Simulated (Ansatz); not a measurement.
Molecule: sum formula H4BN2O (charge -1, singlet). It need not be the lowest isomer of its formula. Whether it binds its extra electron was not tested at this geometry. 
Structure (B3LYP-D3(BJ)/def2-TZVP (Ansatz, a quantum-chemistry and plane-wave program) minimum search):
```
B
O 1 1.2954
N 1 1.5113 2 124.74
H 3 1.0110 1 111.33 2 17.94
H 3 1.0130 4 109.26 1 -129.01
N 1 1.5113 2 124.74 3 180.00
H 6 1.0110 1 111.33 2 17.94
H 6 1.0130 7 109.26 1 -129.01
```
Charge -1, spin multiplicity 1.

Basis-set convergence of Hartree-Fock and CCSD(T) correlation energies (hartree) with Ansatz. Cores are frozen in the correlated levels unless marked. Spin-orbit coupling is left out. Non-relativistic. This anion needs diffuse functions, which these sets lack.

| basis | functions | E(HF) | E(corr, CCSD(T)) |
|---|---|---|---|
| cc-pVDZ | 76 | -210.88132 | -0.66362 |
| cc-pVTZ | 176 | -210.96192 | -0.83157 |
| cc-pVQZ | 340 | ___ | ___ |

Task: What belongs in the gaps?

Result: 
- cc-pVQZ, E(HF): -210.98250
- cc-pVQZ, E(corr, CCSD(T)): -0.88623
